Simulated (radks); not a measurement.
Results of a calculation; reference values are marked as such.
All-electron atom: Li I in [He] 5d1 (not the ground configuration).

Level of theory: scalar-relativistic Kohn-Sham, PBE, spin-polarised, spherical densities, point nucleus; open shells are filled with parallel spins first (a radial shooting solver on a logarithmic mesh with Libxc functionals).

Energy parts (hartree):
total: -7.28254
kinetic: 7.24192
electron-nucleus: -16.22413
Hartree: 3.38124
exchange-correlation: -1.68158

Orbitals (lengths in bohr, moments of r in powers of bohr; <r^-3> diverges for s and p1/2; r(max) is where P^2 peaks; r(90%) holds 90 % of the orbital's charge):
1s up: occ. 1; eigenvalue (hartree) -2.17640; r(max) 0.3604; r(90%) 1.05; <r> 0.5790
1s down: occ. 1; eigenvalue (hartree) -2.17637; r(max) 0.3604; r(90%) 1.05; <r> 0.5789
5d up: occ. 1; eigenvalue (hartree) -0.01627; r(max) 34.95; r(90%) 41.8; <r> 30.95; <r^-3> 0.0007011

The highest occupied level is 5d up at -0.443 eV. Spin moment in Bohr magnetons: 1. Summed over all electrons, <r^2> = 1073 bohr^2, which gives a Langevin (diamagnetic) susceptibility term of -850 x 10^-6 cm^3/mol.
